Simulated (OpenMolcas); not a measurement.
Rh2+ among 6 point charges of -1.7 e arranged as an octahedron (Oh).

```json
{
 "Program": "OpenMolcas 26.06",
 "Method": "CASSCF",
 "Basis": "ANO-RCC-VDZP [6s5p3d1f]",
 "Scalar Hamiltonian": "DKH2, point nucleus",
 "Active space": "7 electrons in 5 orbitals (4d)",
 "State averaging": "2S+1 = 4 even, 10 roots; 2S+1 = 2 even, 40 roots",
 "Spin-orbit coupling": "state interaction with AMFI integrals over the reference wave functions"
}
```

All point charges move together. At R = 1.77 Å |10Dq| is 16244 cm-1, and at R = 1.98 Å it is 10195 cm-1.

A third run gives 12146 cm-1. What distance was it run at?

With a power law R^-n the two known points give n = -ln(10195 / 16244) / ln(1.98 / 1.77) = 4.15. Then R = 1.77 × (16244 / 12146)^(1/4.15) = 1.898 Å. The run was at 1.9 Å, so the estimate is off by -0.002 Å.

An orbital triplet at a regular site is open to Jahn-Teller coupling, which can distort the site and quench the lowest spin-orbit gaps and is left out. Without dynamic correlation the repulsion within the d shell is too large (B by tens of per cent), so at a given field states of lower spin stand too high. This shell can be high or low spin here, a state of another spin lies low, and with metal d orbitals alone active their balance is uncertain, so the ground spin may be wrong. Point charges give a weaker field than real ligands, and real ions of this kind are as a rule low spin; the high spin found here belongs to the model. This is an electrostatic model: the charges have no orbitals. No measured value stands beside these numbers.
